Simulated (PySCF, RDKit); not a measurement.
Constitutional and geometric isomers with formula C3H4Si. Gas-phase values, no solvent. Strings in code marks are SMILES.

Quantity: electronic energy of isomers of C3H4Si relative to `C#C[SiH]=C`, in kJ/mol. Force-field values (RDKit) are differences of steric energies, which aren't made for comparing isomers with other bonds.

Level 1: BP86/6-31G* // B3LYP-D3(BJ)/def2-TZVP (PySCF)
Level 2: PBE/6-31G* // B3LYP-D3(BJ)/def2-TZVP (PySCF)
Level 3: HF/6-31G* // B3LYP-D3(BJ)/def2-TZVP (PySCF)
Level 4: UFF, relaxed from the DFT geometry (RDKit)

```json
[
 {"species": "`[SiH2]=C1C=C1`", "level 1": "77.1", "level 2": "___", "level 3": "___", "level 4": "16.51"},
 {"species": "`C=[si]1cc1`", "level 1": "41.33", "level 2": "34.23", "level 3": "63.2", "level 4": "___"},
 {"species": "`C=C=C=[SiH2]`", "level 1": "-11.55", "level 2": "-12.45", "level 3": "35.19", "level 4": "-0.30"},
 {"species": "`C#CC=[SiH2]`", "level 1": "18.84", "level 2": "17.37", "level 3": "33.27", "level 4": "___"}
]
```

### Question
What belongs in the gaps?

### Answer

- `[SiH2]=C1C=C1`, level 2: 69.8
- `[SiH2]=C1C=C1`, level 3: 108.4
- `C=[si]1cc1`, level 4: 79.2
- `C#CC=[SiH2]`, level 4: -0.30
